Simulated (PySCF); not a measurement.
C2H7BFNO, SMILES COB(NC)F.

Geometry optimised at r2SCAN-D4/def2-SVP. This is a generated structure with no PubChem entry under its InChIKey; it may be hypothetical. One conformer was computed; it need not be the lowest.

All values below come from PBE/def2-TZVP run with PySCF.

Symmetry labels are those of the subgroup Cs that the program uses (full group Cs).

### Question
List the valence orbital energies around the gap with their symmetry. (Estimate from the structure and the level; the computed values follow.)

### Answer

| orbital | symmetry | energy (eV) |
|---|---|---|
| HOMO−7 | A" | -10.54 |
| HOMO−6 | A' | -10.42 |
| HOMO−5 | A" | -9.97 |
| HOMO−4 | A' | -9.19 |
| HOMO−3 | A' | -9.08 |
| HOMO−2 | A' | -7.61 |
| HOMO−1 | A" | -7.29 |
| HOMO | A" | -5.92 |
| LUMO | A' | -0.05 |
| LUMO+1 | A' | 0.88 |
| LUMO+2 | A" | 1.00 |
| LUMO+3 | A' | 1.19 |
